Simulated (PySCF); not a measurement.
## Radial density of Ta (tantalum, neutral)

revPBE, [Xe] 4f14 5d4 6s1, high-spin 6D determinant (an excited configuration). All numbers are calculated (PySCF 2.14, scalar relativity by spin-free X2C-1e, in x2c-QZVPPall (16s10p9d5f2g, 144 functions)).

```tsv
r (bohr)	4πr²ρ (e/bohr)	4πr²(ρα − ρβ)
0.0161	96.61	-0.0008
0.0272	88.97	-0.0026
0.0457	124.9	0.0168
0.0768	118.5	0.0846
0.129	111.6	0.1260
0.217	92.97	-0.0354
0.366	68.34	0.2119
0.615	46.59	-0.0391
1.03	16.35	0.9323
1.74	5.382	2.0247
2.93	1.396	1.2958
4.92	0.2463	0.2462
8.28	0.007071	0.0071
```

Densities and radii are taken from the X2C orbitals without a picture-change correction, which distorts them close to the nucleus.

Spin-orbit coupling, absent here, splits the open shell strongly.

(1) Where is the radial spin density 4πr²(ρα − ρβ) most negative, and why is it negative at all?

Answers

(1) Around r = 0.615 bohr, down to -0.0391 e/bohr: exchange with the open shell polarises the paired shells in an unrestricted calculation.
